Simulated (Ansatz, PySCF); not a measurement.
Cd(Br)(SiH3) (BrCdH₃Si), SMILES [Cd]([Br])[SiH3].

Geometry optimised at PBE0-D3(BJ)/def2-SVP. The structure was generated by enumeration; whether it is a known compound was not checked. The def2 effective core potentials stand for the cores of Cd; spin–orbit coupling is left out.

Vertical ionisation energy (IE) and electron affinity (EA) in eV. Rows of orbital energies are one-electron estimates. Where ΔSCF, EOM or ADC give a negative EA the extra electron is unbound and the value depends on the basis.

| level | IE | EA |
|---|---|---|
| −ε(HOMO), −ε(LUMO), ωB97X/def2-TZVPD (PySCF) | 10.13 | -0.50 |
| −ε(HOMO), −ε(LUMO), PBE/def2-TZVPD (PySCF) | 6.76 | 2.02 |
| ΔSCF, CAM-B3LYP/def2-SVPD (Ansatz), final states of multiplicity 2 and 2 | 10.06 | -0.23 |
| ΔSCF, PBE/def2-SVPD (Ansatz), final states of multiplicity 2 and 2 | 9.66 | -0.06 |

**Question.** What vertical singlet–triplet gap does ΔSCF give with CAM-B3LYP/def2-SVPD (Ansatz, a quantum-chemistry and plane-wave program) and with PBE/def2-SVPD (Ansatz)? (An estimate is asked for; the answer gives what the named calculation found.)

**Answer.** 5.10 and 4.70 eV (triplet above singlet where positive).
